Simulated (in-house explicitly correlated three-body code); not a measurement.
The numbers below are computed, except where a source is named.
# Two electrons around a charge Z: highest levels of functionals against the exact one

The exact non-relativistic ground state comes from a variational code in 260 exponentially correlated functions, the Kohn-Sham parts from inverting its density (past Z = 6 the correlation energy is taken as exact minus Hartree-Fock, equal to within microhartrees), and self-consistent runs (Hartree-Fock is restricted) from a B-spline radial code. Z may be fractional; the second electron is bound down to Z = 0.911.

The exact Kohn-Sham level equals minus the binding energy. «Unbound» marks a run whose level isn't bound or that didn't converge.

```json
{"Z": "0.915", "exact (eV)": "-0.02697", "Hartree-Fock (eV)": "-0.5209", "SCAN (eV)": "unbound", "LDA PW92 (eV)": "unbound", "wB97X (eV)": "-0.6948", "PBE0 (eV)": "unbound"}
{"Z": "1.03", "exact (eV)": "-1.068", "Hartree-Fock (eV)": "-1.568", "SCAN (eV)": "unbound", "LDA PW92 (eV)": "unbound", "wB97X (eV)": "-1.554", "PBE0 (eV)": "unbound"}
{"Z": "1.195", "exact (eV)": "?", "Hartree-Fock (eV)": "?", "SCAN (eV)": "?", "LDA PW92 (eV)": "?", "wB97X (eV)": "?", "PBE0 (eV)": "?"}
{"Z": "1.38", "exact (eV)": "-6.592", "Hartree-Fock (eV)": "-7.041", "SCAN (eV)": "-2.107", "LDA PW92 (eV)": "-1.79", "wB97X (eV)": "-5.893", "PBE0 (eV)": "-3.193"}
{"Z": "1.5", "exact (eV)": "-9.259", "Hartree-Fock (eV)": "-9.693", "SCAN (eV)": "-4.075", "LDA PW92 (eV)": "-3.632", "wB97X (eV)": "-8.034", "PBE0 (eV)": "-5.284"}
{"Z": "1.86", "exact (eV)": "-19.61", "Hartree-Fock (eV)": "-20.01", "SCAN (eV)": "-12.36", "LDA PW92 (eV)": "-11.51", "wB97X (eV)": "-16.64", "PBE0 (eV)": "-13.91"}
{"Z": "2.12", "exact (eV)": "?", "Hartree-Fock (eV)": "?", "SCAN (eV)": "?", "LDA PW92 (eV)": "?", "wB97X (eV)": "?", "PBE0 (eV)": "?"}
{"Z": "2.34", "exact (eV)": "-38.9", "Hartree-Fock (eV)": "-39.27", "SCAN (eV)": "-28.91", "LDA PW92 (eV)": "-27.46", "wB97X (eV)": "-33.45", "PBE0 (eV)": "-30.9"}
```

(1) What belongs in the row Z = 1.195?

(2) What belongs in the row Z = 2.12?

(3) Why do the levels of the functionals lie above the exact one?

Answers

(1) exact (eV): -3.249; Hartree-Fock (eV): -3.725; SCAN (eV): unbound; LDA PW92 (eV): unbound; wB97X (eV): -3.261; PBE0 (eV): -0.7476.

(2) exact (eV): -29.28; Hartree-Fock (eV): -29.66; SCAN (eV): -20.54; LDA PW92 (eV): -19.38; wB97X (eV): -24.98; PBE0 (eV): -22.34.

(3) Semilocal exchange-correlation potentials fall off faster than the exact −1/r, since they don't cancel the electron's repulsion by itself; hybrids restore a share of the tail, and range-separated ones all of it at long range. Hartree-Fock has the tail but lacks relaxation and correlation.
